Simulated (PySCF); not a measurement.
**[Pr(NH3)]3+ at several levels of theory**

Computed with PySCF 2.14.0 (density fitting, no spin-orbit coupling) at the geometry relaxed with PBE:

```xyz
5
[Pr(NH3)]3+ (singlet in the valence; each metal's 4f electrons, 2 of them, lie in its core potential, out of spins and levels)
Pr    0.0000    0.0000   -0.1991
N     0.0000    0.0000    2.2385
H     0.9499    0.0000    2.6992
H    -0.4750    0.8226    2.6992
H    -0.4749   -0.8227    2.6992
```

```tsv
level	basis	state	HOMO (eV)	gap (eV)	charge on Pr1 (e)	population of f-type functions on Pr1 (polarisation alone where 4f lies in the core)	dipole about the centre of mass (D)	largest force component (eV/Å)
PBE	Pr lcecp-1-SVP with ECP48, N def2-SVP, H def2-SVP	singlet	-25.61	4.76	2.46	0.02	3.63	0.01
PBE	Pr lcecp-1-TZVP with ECP48, N def2-TZVP, H def2-TZVP	singlet	-25.54	4.72	2.55	0.02	3.68	0.33
```

In the lcecp rows the 4f levels are missing from HOMO and gap, and the state counts the valence alone.

Charges are Mulliken's, which hang on the basis. The relaxation used the grid (50, 194), these runs (75, 302) or, all-electron (x2c bases, spin-free X2C Hamiltonian), (99, 590).

Question: Order these levels, in the first row's basis, by the HOMO–LUMO gap they give here, smallest first.
A. PBE0
B. B3LYP
C. HF
D. BP86

Answer: D (4.89 eV), B (6.47 eV), A (7.12 eV), C (14.20 eV).

Question: And their other results?

Answer: 
| level | state | HOMO (eV) | gap (eV) | charge on Pr1 (e) | population of f-type functions on Pr1 (polarisation alone where 4f lies in the core) | dipole about the centre of mass (D) | largest force component (eV/Å) |
| --- | --- | --- | --- | --- | --- | --- | --- |
| PBE0 | singlet | -26.96 | 7.12 | 2.51 | 0.02 | 3.28 | 0.36 |
| BP86 | singlet | -25.69 | 4.89 | 2.47 | 0.02 | 3.60 | 0.05 |
| B3LYP | singlet | -26.68 | 6.47 | 2.50 | 0.02 | 3.31 | 0.41 |
| HF | singlet | -30.25 | 14.20 | 2.64 | 0.02 | 2.44 | 1.56 |

In the first row's basis the gap widens with exact exchange: 4.8 to 4.9 eV for PBE, BP86 (none); 6.5 to 7.1 eV for B3LYP, PBE0 (a fixed share); 14.2 eV for Hartree–Fock (rising or full at long range).

An lcecp potential fixes the number of 4f electrons, so in runs with it no electron can move into or out of that shell.
